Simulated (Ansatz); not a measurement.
`C[SiH](F)F` + H₂O → `O[SiH](F)F` + CH₄ at 400 K and 1 bar (formal hydrolysis of the Si–C bond).

Calculated with Ansatz (gas phase, PBE0-D4/def2-TZVP geometries, no zero-point term in ΔE). CBS: MP2 limit from def2 TZ/QZ plus the TZ coupled-cluster correction, frozen cores. This one scheme is used for every species. Each species was taken in one conformer, which may not be the lowest.

| species | CCSD(T)/CBS energy (Eh) | H − E (kJ/mol) | S (J/(mol·K)) |
| --- | --- | --- | --- |
| `C[SiH](F)F` | -529.27654 | 160.8 | 332.8 |
| H₂O | -76.37941 | 69.8 | 198.6 |
| `O[SiH](F)F` | -565.23707 | 100.0 | 320.8 |
| CH₄ | -40.46206 | 131.3 | 197.2 |

H − E and S are ideal-gas, rigid-rotor, harmonic terms from PBE0-D4/def2-TZVP, for one conformer and one mirror image of each species. 1 Eh = 2625.50 kJ/mol, R = 8.31446 J/(mol·K).

Task: By hand: ΔE, ΔH, ΔS and ΔG.

Result: ΔE = (-565.23707) + (-40.46206) − (-529.27654) − (-76.37941) = -0.04318 Eh = -113.4 kJ/mol. Δ(H − E) = 100.0 + 131.3 − 160.8 − 69.8 = 0.7, so ΔH = -112.7 kJ/mol. ΔS = 320.8 + 197.2 − 332.8 − 198.6 = -13.4 J/(mol·K). ΔG = -112.7 − 400 × (-13.4)/1000 = -107.3 kJ/mol.

Task: By hand: the equilibrium constant, and the temperature at which ΔG would vanish if ΔH and ΔS stayed fixed.

Result: log₁₀ K = −ΔG/(RT ln 10) = 14.0. ΔG = 0 at ΔH/ΔS = 8410 K, far beyond where these terms or the molecules hold.

The number of gas molecules stays the same, so ΔS is small and ΔH decides. A doubt of 5 kJ/mol in ΔE shifts log₁₀ K by 0.7 here. Other conformers and mirror images would add mixing entropy, several J/(mol·K) or more a flexible species. These are equilibria of isolated gas molecules and say nothing of rates. Largest T1 diagnostic: 0.011 (customary marks: 0.02 for closed shells, 0.045 for open ones).
